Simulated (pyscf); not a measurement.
**O=W(F)(F)(F)–F, singlet**

Gas-phase minimum from PySCF at ωB97X-D3(BJ)/def2-SVP, one conformer. 

```xyz
6

O      1.2634     1.4481    -0.4049
W      0.0951     0.2944    -0.1283
F     -0.8676     0.9163     1.3304
F     -1.3581     0.8240    -1.1516
F      0.3788    -1.0006    -1.4257
F      0.8681    -0.9053     1.0564
```

Bonds (Å): O1–W2 1.665, W2–F3 1.855, W2–F4 1.855, W2–F5 1.855, W2–F6 1.855. Bond angles (°): O1–W2–F3 105.2, O1–W2–F4 105.1, O1–W2–F5 105.1, O1–W2–F6 105.2, F3–W2–F4 86.1, F3–W2–F5 149.7, F3–W2–F6 86.0, F4–W2–F5 86.2, F4–W2–F6 149.7, F5–W2–F6 86.1.

Properties at ωB97X-D3(BJ)/def2-SVP:

```
Quantity                                                                                                                                                                         Result
---------------------------------------------------------------------------------------------------------------------  ----------------------------------------------------------------
Harmonic wavenumbers, unscaled                                                                                         100, 240, 241, 244, 301, 301, 341, 672, 727, 728, 753, 1132 cm⁻¹
Zero-point energy                                                                                                                                                          8.3 kcal/mol
Rotational symmetry number                                                                                                                                                            4
Entropy of this conformer at 298 K and 1 atm, rigid rotor and harmonic oscillator, modes under 100 cm⁻¹ raised to 100                                                   340.8 J/(mol K)
Dipole moment                                                                                                                                                                    0.31 D
```

Single-point totals, which compare only within one level:

| level | total energy (hartree) |
|---|---|
| ωB97X-D3(BJ)/def2-TZVP | -542.22256 |
| PBE/def2-TZVP | -541.79628 |
| r²SCAN/def2-TZVP | -542.04148 |
| B3LYP-D3(BJ)/def2-TZVP | -542.20858 |
| PBE0-D3(BJ)/def2-TZVP | -541.70815 |
| M06-2X/def2-TZVP | -541.87458 |
| ωB97M-D3(BJ)/def2-TZVP | -542.20569 |

Elements past Kr carry the def2 core potentials, without spin-orbit coupling.
